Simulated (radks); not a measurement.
Results of a calculation; reference values are marked as such.
Neutral scandium inside a hard spherical wall (all orbitals vanish at R), configuration held at [Ar] 3d1 4s2 and not refilled when levels cross. Level of theory: non-relativistic Kohn-Sham, PBE, spin-polarised, spherical densities, point nucleus; open shells are filled with parallel spins first (a radial shooting solver on a logarithmic mesh with Libxc functionals). Eigenvalues in eV for spin up, with the zero of energy where the potential of the charges vanishes at infinity; a dash marks a level that is unbound or too diffuse for the functional's potential to be trusted. A positive occupied level is held by the wall or, in an anion where self-interaction has pushed it up, behind a barrier. The pressure on the wall is -dE/dV.

R (bohr)  E (hartree)  kinetic (hartree)    e(3s)    e(3p)   e(4s)   e(3d)  e(4p, empty)  e(5s, empty)  pressure (GPa)
free       -760.39089            759.667  -54.740  -33.923  -4.265  -3.651        -1.539             -               0
15         -760.39088            759.667  -54.739  -33.922  -4.264  -3.650        -1.533         0.289        < 0.0001
10         -760.38940            759.680  -54.628  -33.812  -4.181  -3.549        -1.338         2.137          0.0357
7          -760.36097            759.839  -53.648  -32.842  -3.330  -2.667         0.056         8.546            1.41
6          -760.31061            760.057  -52.595  -31.807  -2.207  -1.714         1.695        14.563            5.18
3.5        -759.22297            763.558  -44.018  -23.461  14.980   7.197        23.274        77.094             278
3          -758.12533            766.971  -39.052  -18.478  29.790  13.140        40.152        119.86             834
2          -748.31737            795.417   -9.251   13.364  134.93  49.747        149.01        366.53           14000
1.5        -724.22009            855.364   50.491   76.235  337.47  112.14        344.65        779.58           91600
